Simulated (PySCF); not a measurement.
Input for PySCF: R-B3LYP/LANL2DZ on CH4S (SMILES CS), a point of a torsion scan.

```python
from pyscf import gto, scf, dft, mp
from pyscf.data.elements import chemcore

mol = gto.M(
    atom='''
    C    -0.50992345    0.01159126    0.01525468
    S     1.15649834    0.74194021   -0.13699205
    H    -0.61041843   -0.46490566    0.98316214
    H    -1.22416565    0.82184422   -0.08537464
    H    -0.65783781   -0.71480030   -0.77943695
    H     1.78209819   -0.13552923    0.64271999
    ''',
    basis='lanl2dz',
    ecp={'S': 'lanl2dz'},
    charge=0, spin=0, verbose=3, max_memory=1800)
mf = dft.RKS(mol, xc='b3lyp')
mf.conv_tol = 1e-8
mf.max_cycle = 100
mf.kernel()
if not mf.converged:
    mf = mf.newton().run(mf.mo_coeff, mf.mo_occ)
```

The log:

```
converged SCF energy = -50.5955644324833
```

The calculation finished and met its thresholds.

Cost: around 1.5 core-seconds (rough).
